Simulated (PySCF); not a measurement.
I2Sb, charge +1, multiplicity 1. Atoms are numbered in the order given.

```xyz
3

Sb     0.0000     0.0000     1.1057
I      0.0000    -2.0597    -0.5320
I      0.0000     2.0597    -0.5320
```
Charge +1, spin multiplicity 1.

The structure is a stationary point at PBE0-D3(BJ)/def2-SVP. The spin state was assumed, not searched. The isomer is the one that the SMILES or the coordinates give; other isomers of the formula were not compared. The def2 effective core potentials stand for the cores of I, Sb; spin–orbit coupling is left out.

Level of theory: C-PCM-B3LYP/def2-SVP (PySCF).

The values are the electrostatic part of the solvation free energy, E(continuum) − E(gas) at the gas-phase geometry, in a cavity of scaled van der Waals radii (PySCF's table); cavitation and dispersion terms are not included. A continuum can't describe solvent molecules that bind to the metal. In vacuum the orbital gap is 2.75 eV.

| solvent | ε | ΔG(elec) (kcal/mol) | gap (eV) |
|---|---|---|---|
| water | 78.36 | -56.1 | 2.98 |
| dimethylsulfoxide | 46.83 | -55.6 | 2.98 |
| acetone | 20.49 | -54.0 | 2.97 |
